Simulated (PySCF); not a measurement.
The vertical singlet excitations below were computed for one of the candidates. Method used: TDDFT PBE0/def2-SVPD, vertical, gas phase, core orbitals frozen in the response (PySCF). Geometries: GFN2-xTB, one conformer each.

```json
{"state": "S1", "ν̃ (cm⁻¹)": "57120", "f": "0.454", "main configurations (H = HOMO, L = LUMO)": "H→L (91%)"}
{"state": "S2", "ν̃ (cm⁻¹)": "58750", "f": "0.030", "main configurations (H = HOMO, L = LUMO)": "H→L+1 (91%)"}
{"state": "S3", "ν̃ (cm⁻¹)": "62230", "f": "0.011", "main configurations (H = HOMO, L = LUMO)": "H→L+2 (85%), H→L+5 (9%)"}
{"state": "S4", "ν̃ (cm⁻¹)": "67820", "f": "0.0085", "main configurations (H = HOMO, L = LUMO)": "H→L+3 (87%)"}
{"state": "S5", "ν̃ (cm⁻¹)": "68870", "f": "0.0034", "main configurations (H = HOMO, L = LUMO)": "H→L+4 (89%)"}
{"state": "S6", "ν̃ (cm⁻¹)": "69620", "f": "0.0049", "main configurations (H = HOMO, L = LUMO)": "H-1→L (87%)"}
```

Triplets computed (Tamm–Dancoff): 4.32, 7.11 eV.

**Question.** Which structure fits?
A. `FCO/C(F)=C\C(F)(F)F`
B. `FC1[C@H](NC=O)C=COC=1`
C. `CO/C=C(/C#N)O/C=C/F`

**Answer.** A. Its S1, at 7.08 eV, is the highest among the candidates; the nearest of the others has S1 at 5.26 eV. S1 is HOMO→LUMO (91%). Löwdin shares by element: HOMO carbon 62% or more, oxygen 15%, fluorine 7% or more (atoms not listed hold the other 16%); LUMO carbon 58% or more, oxygen 10%, fluorine 8% or more (atoms not listed hold the other 24%). At the same level the other candidates give, for their lowest levels:
- `CO/C=C(/C#N)O/C=C/F`: 4.81 eV (f 0.035); 4.93 eV (f 0.133); 5.92 eV (f 0.187); 6.06 eV (f 0.061); 6.20 eV (f 0.136); T1 3.30 eV; HOMO -6.62, LUMO -1.09 eV
- `O=CN[C@@H]1C=COC=C1F`: 5.26 eV (f 0.018); 5.80 eV (f 0.009); 6.18 eV (f 0.015); 6.23 eV (f 0.017); 6.54 eV (f 0.007); T1 4.00 eV; HOMO -6.89, LUMO -0.48 eV

Shape of the structure used: `[F:1][CH2:2][O:3]/[C:4]([F:5])=[CH:6]\[C:7]([F:8])([F:9])[F:10]`: F1–C2–O3–C4 71°, C2–O3–C4–F5 14°, C4–C6–C7–F8 169°.
